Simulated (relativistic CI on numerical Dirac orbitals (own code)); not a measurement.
# Level scheme of Tl³⁷⁺

Computed by Dirac-Coulomb-Breit CI, separate exchange-only KLI orbitals for each configuration, QED by a radiative potential, unscaled Slater integrals (own radial code, finite nucleus).

CI space (outside the closed core [Ar] 3d10): 4s2.4p6.4d8, 4s2.4p6.4d7.4f, 4s2.4p5.4d9, 4s.4p6.4d9, 4s2.4p5.4d8.4f, 4s.4p6.4d8.4f, 4s2.4p6.4d7.5s, 4s2.4p6.4d6.4f.5s, 4s2.4p6.4d7.5p, 4s2.4p5.4d8.5s, 4s2.4p6.4d7.5f, 4s2.4p6.4d6.5s.5p, 4p6.4d9.4f, 4s.4p6.4d7.4f.5s, 4s2.4p5.4d8.5d, 4s2.4p6.4d7.6p, 4s.4p6.4d8.5p, 4s2.4p6.4d7.6f, 4p6.4d9.5p, 4s2.4p5.4d8.5g, 4s2.4p5.4d8.6s, 4s2.4p6.4d7.7p, 4p6.4d8.4f.5s, 4p6.4d10, 4p5.4d10.4f, 4p6.4d9.5s, 4p5.4d10.5s, 4p5.4d9.4f.5s. Double excitations out of closed p, d and f shells are left out; levels of such configurations are missing from the list, as are those of other unlisted configurations, and high levels can miss mixing partners. These lack a partner that the ground configuration has and come out too high: 4s2.4p5.4d8.5d, 4s2.4p5.4d8.5g, 4s2.4p5.4d8.6s.

The lowest level is 4s2.4p6.4d8 3F_4, with 87 % of that term; Hund's rules for 4s2.4p6.4d8 give 3F with J = 4, in agreement.

```csv
No.,Configuration,Term,J,E (cm⁻¹),%,Next component (%),Lifetime (s)
1,4s2.4p6.4d8,3F,4,0,87,13 1G,
2,4s2.4p6.4d8,1D,2,34175,49,41 3P,3.58e+01
3,4s2.4p6.4d8,3P,0,111748,54,45 1S,1.31e-01
4,4s2.4p6.4d8,3F,3,214925,99,1 4s2.4p5.4d8.4f 3F,4.19e-06
5,4s2.4p6.4d8,3P,2,250358,51,32 3F,7.34e-06
6,4s2.4p6.4d8,3P,1,267325,99,1 4s2.4p5.4d8.4f 3P,6.50e-06
7,4s2.4p6.4d8,1G,4,270724,87,13 3F,1.35e-05
8,4s2.4p6.4d8,3F,2,457678,58,34 1D,2.57e-06
9,4s2.4p6.4d8,1S,0,555681,55,45 3P,1.71e-06
10,4s2.4p5.4d9,1D°,2,1786584,40,27 3P°,1.97e-11
11,4s2.4p5.4d9,3F°,4,1789011,83,12 4s2.4p6.4d7.4f 3F°,3.92e-11
12,4s2.4p5.4d9,3D°,3,1793680,41,26 4s2.4p6.4d7.4f 3D°,1.92e-11
13,4s2.4p6.4d7.4f,3G°,4,1823221,28,20 5G°,2.03e-10
14,4s2.4p6.4d7.4f,5G°,5,1826539,37,22 3G°,4.30e-09
15,4s2.4p6.4d7.4f,5P°,2,1845710,25,25 3P°,8.09e-10
16,4s2.4p6.4d7.4f,5G°,6,1848431,33,24 5H°,6.47e-05
17,4s2.4p6.4d7.4f,3D°,1,1853726,43,11 1P°,8.27e-11
18,4s2.4p6.4d7.4f,3F°,2,1857729,44,19 3D°,1.15e-10
19,4s2.4p6.4d7.4f,3I°,7,1861655,30,21 5I°,4.43e-02
20,4s2.4p6.4d7.4f,3F°,3,1863224,24,15 5F°,3.34e-11
21,4s2.4p6.4d7.4f,3G°,4,1874461,29,20 1G°,3.80e-10
22,4s2.4p6.4d7.4f,3F°,3,1884278,37,20 3G°,6.09e-10
23,4s2.4p6.4d7.4f,3H°,6,1894667,42,21 5G°,1.68e-05
24,4s2.4p6.4d7.4f,5I°,8,1900553,58,36 3K°,1.23e-03
25,4s2.4p6.4d7.4f,3P°,0,1906274,52,41 5D°,6.35e-09
26,4s2.4p6.4d7.4f,3D°,2,1914184,36,20 1D°,4.24e-10
27,4s2.4p6.4d7.4f,3D°,1,1915459,29,21 4s2.4p5.4d9 1P°,1.67e-11
28,4s2.4p6.4d7.4f,5H°,7,1916490,42,38 3I°,3.00e-04
29,4s2.4p6.4d7.4f,3G°,5,1920072,33,17 5F°,1.26e-08
30,4s2.4p6.4d7.4f,3F°,3,1924685,32,14 1F°,7.88e-11
31,4s2.4p6.4d7.4f,3G°,4,1937061,30,27 3F°,7.14e-10
32,4s2.4p6.4d7.4f,3P°,1,1941109,35,28 5D°,3.48e-11
33,4s2.4p6.4d7.4f,3D°,2,1941737,31,19 5D°,6.17e-11
34,4s2.4p6.4d7.4f,3G°,5,1954996,30,30 3H°,2.05e-09
35,4s2.4p6.4d7.4f,3D°,3,1955828,19,17 3F°,1.03e-11
36,4s2.4p6.4d7.4f,3F°,4,1970589,26,21 1G°,1.74e-10
37,4s2.4p6.4d7.4f,3H°,6,1982941,46,32 5G°,1.47e-04
38,4s2.4p6.4d7.4f,3F°,4,1987628,28,21 5F°,1.03e-11
39,4s2.4p6.4d7.4f,5H°,5,1989614,23,22 3H°,9.52e-12
40,4s2.4p5.4d9,3D°,2,1995723,21,20 4s2.4p6.4d7.4f 3D°,2.33e-11
41,4s2.4p6.4d7.4f,3F°,4,2002476,29,22 5D°,8.08e-11
42,4s2.4p6.4d7.4f,3P°,1,2002869,26,23 3D°,1.19e-11
43,4s2.4p6.4d7.4f,3P°,2,2009876,24,19 3F°,5.84e-11
44,4s2.4p6.4d7.4f,3D°,2,2015524,28,14 4s2.4p5.4d9 3D°,1.38e-11
45,4s2.4p6.4d7.4f,5G°,3,2017449,49,20 3G°,4.23e-10
46,4s2.4p6.4d7.4f,3G°,3,2022585,27,16 5D°,1.61e-11
47,4s2.4p5.4d9,3P°,1,2023789,22,22 3D°,2.34e-11
48,4s2.4p5.4d9,3P°,0,2031003,50,28 4s2.4p6.4d7.4f 3P°,3.27e-11
49,4s2.4p6.4d7.4f,3G°,5,2031729,39,23 5F°,1.26e-09
50,4s2.4p6.4d7.4f,5G°,4,2036512,42,18 3F°,2.37e-09
51,4s2.4p6.4d7.4f,3D°,3,2037750,25,18 3F°,2.41e-11
52,4s2.4p6.4d7.4f,5F°,2,2041809,27,21 3D°,1.21e-10
53,4s2.4p5.4d9,3F°,3,2057192,25,20 1F°,2.57e-11
54,4s2.4p6.4d7.4f,5D°,2,2066526,24,19 3F°,1.79e-09
55,4s2.4p6.4d7.4f,5H°,5,2068188,23,21 3H°,2.94e-10
56,4s2.4p6.4d7.4f,3H°,6,2068443,31,26 5I°,4.49e-06
57,4s2.4p6.4d7.4f,3H°,4,2071254,55,18 3G°,2.64e-08
58,4s2.4p6.4d7.4f,5D°,1,2071508,25,23 3D°,3.04e-11
59,4s2.4p6.4d7.4f,1D°,2,2073000,21,19 5S°,6.06e-11
60,4s2.4p6.4d7.4f,3G°,3,2077117,32,23 5F°,1.01e-10
61,4s2.4p6.4d7.4f,5D°,0,2080307,42,27 4s2.4p5.4d9 3P°,2.03e-11
62,4s2.4p6.4d7.4f,3L°,7,2083039,35,21 5I°,8.69e-06
63,4s2.4p6.4d7.4f,3K°,6,2085526,28,25 3I°,8.47e-06
64,4s2.4p6.4d7.4f,3D°,1,2085756,28,22 3P°,2.48e-11
65,4s2.4p6.4d7.4f,3F°,3,2088993,20,19 5D°,1.62e-10
66,4s2.4p6.4d7.4f,3G°,5,2089740,28,28 3H°,8.74e-11
67,4s2.4p6.4d7.4f,5G°,6,2091761,30,27 5H°,6.13e-06
68,4s2.4p6.4d7.4f,3L°,8,2092841,59,34 1L°,7.03e-05
69,4s2.4p6.4d7.4f,5D°,1,2098265,26,24 3D°,1.48e-11
70,4s2.4p6.4d7.4f,3G°,4,2105074,27,26 3F°,8.15e-10
```

Energies count from the lowest computed level; ° marks odd parity; lifetimes are radiative, by E1, M1, E2, M2, E3 decay to levels of this space only.

The mean weight of the leading LS term, summed over parents, in these 70 levels is 38 %, and that of the leading jj configuration (from the same eigenvectors) 76 %, so jj coupling describes them better and the LS labels are nominal.

At this charge energies of transitions that change n are usually good to better than 1 %, and those within a shell (Δn = 0) to a few per cent. Terms inside the open d or f shell come out 10 to 20 % too wide with unscaled integrals.

LS names give the leading component of a level, which can be under half, so a name can repeat, a term be missing and a line seem to break the LS rules.
